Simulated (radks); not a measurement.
Coherent X-ray form factor from a spherical all-electron density. Calculated with a radial shooting solver on a logarithmic mesh with Libxc functionals: scalar-relativistic Kohn-Sham, BLYP, spin-polarised, spherical densities, point nucleus.

sin(theta)/lambda (1/angstrom)  f0 (electrons)
0.05                                    79.253
0.1                                     77.149
0.15                                    74.038
0.2                                     70.345
0.25                                    66.441
0.3                                     62.588
0.4                                     55.540
0.5                                     49.589
0.6                                     44.631
0.8                                     36.835
1                                       30.760
1.25                                    24.762
1.5                                     20.380
2                                       15.436

The species is in the configuration that NIST lists as its ground one. Which atom or ion scatters so?

Answer. The bismuth ion Bi3+, [Hg]. Extrapolating in s^2 from the first two rows gives f0(0) = 80.0, near the electron count 80; among species with that count, the fall with angle is slower the higher Z, and the table is that of Z = 83; from so few rows the species is fixed only to a neighbour or two.
